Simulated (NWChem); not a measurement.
System: bromine (Br2); SMILES BrBr

```xyz
2

Br     0.0000     0.0000     1.1492
Br     0.0000     0.0000    -1.1492
```
Atoms are numbered in this order, from 1.

Results from NWChem. Geometry optimised at PBE0/def2-SVP; all other runs use it. Pople sets run with spherical d functions. This build's default masses of Se (78.918 u) and Br (79.917 u) are each other's, which moves their modes by up to 0.6 %. Spin-orbit effects on the shieldings are missing.

```tsv
quantity	level	value
absolute shielding σ Br1 (ppm)	LDA (Slater exchange, VWN5)/pcSseg-1, GIAO	…
−ε(HOMO) (eV)	CAM-B3LYP/def2-TZVP	9.44
cavity-dispersion-structure term (kcal/mol) in cyclohexanone	PBE/6-31G*, SMD	-3.3
orbital gap (eV)	TPSS/def2-TZVP	…
highest harmonic frequency (cm⁻¹)	PBE0/def2-SVP	323
```

### Question
Complete the blanks.

### Answer

- absolute shielding σ Br1 (ppm), value: 1583.5
- orbital gap (eV), value: 2.49
